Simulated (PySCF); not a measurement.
Ligands exchanged one at a time, Ga CH3-SiH3. Gas-phase values, no solvent. Strings in code marks are SMILES.

Level of theory: PBE-D3(BJ)/def2-TZVP (PySCF). All candidates: neutral, multiplicity 1. Excitations are Tamm–Dancoff values on a coarser integration grid. The basis has no diffuse functions, so Rydberg states are missing or too high.

The dipole moment is 0.09 D and the HOMO–LUMO gap comes out as 2.92 eV. The T1 excitation (TDA) is 2.64 eV.

### Question
Name which member has these values.
(A) `[CH3][Ga]([CH3])[SiH3]`
(B) `[CH3][Ga]([CH3])[CH3]`
(C) `[CH3][Ga]([SiH3])[SiH3]`
(D) `[SiH3][Ga]([SiH3])[SiH3]`

### Answer
D, `[SiH3][Ga]([SiH3])[SiH3]`. The others give `[CH3][Ga]([CH3])[SiH3]`: 1.19 D, 3.82 eV, 3.50 eV; `[CH3][Ga]([SiH3])[SiH3]`: 1.10 D, 3.20 eV, 2.89 eV; `[CH3][Ga]([CH3])[CH3]`: 0.02 D, 4.84 eV, 4.65 eV
